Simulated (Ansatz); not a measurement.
Reaction (cleavage of the Ga–Si bond): `[NH2][GaH][SiH2]O` + `O[SiH2]O` → `[NH2][GaH][O][SiH2]O` + silanol

Computed with Ansatz on PBE0-D4/def2-TZVP structures; ΔE is electronic, products minus reactants. CCSD(T)/CBS adds triple-zeta CCSD(T) − MP2 to the extrapolated MP2 energy (def2 sets, frozen cores). DFT in def2-TZVPP. For Ga outer-core shells are correlated without core-valence functions, which leaves a few kJ/mol of doubt a bond. Scalar relativity is left out up to krypton. One conformer a species, not always the lowest.

```json
{"species": "`[NH2][GaH][SiH2]O`", "r2SCAN-D4 energy (Eh)": "-2347.95599"}
{"species": "`O[SiH2]O`", "r2SCAN-D4 energy (Eh)": "-442.42121"}
{"species": "`[NH2][GaH][O][SiH2]O`", "r2SCAN-D4 energy (Eh)": "-2423.27289"}
{"species": "`O[SiH3]`", "r2SCAN-D4 energy (Eh)": "-367.13151"}
```

(1) Work out ΔE.

Largest T1 diagnostic among the species: 0.014.

## Answers

(1) ΔE = (-2423.27289) + (-367.13151) − (-2347.95599) − (-442.42121) = -0.02720 Eh = -71.4 kJ/mol. CCSD(T)/CBS gives -74.4 kJ/mol.

The D4 term adds −4.9 kJ/mol with B3LYP and −2.7 kJ/mol with PBE0; it sums over pairs of atoms, weighted by their polarisabilities, and B3LYP, whose exchange is more repulsive, gets the larger term. From PBE to PBE0 (25 % exact exchange), in def2-TZVPP and without D4, ΔE moves by −7.0 kJ/mol.

B3LYP here is the variant with VWN-RPA as its local correlation; programs differ in this.
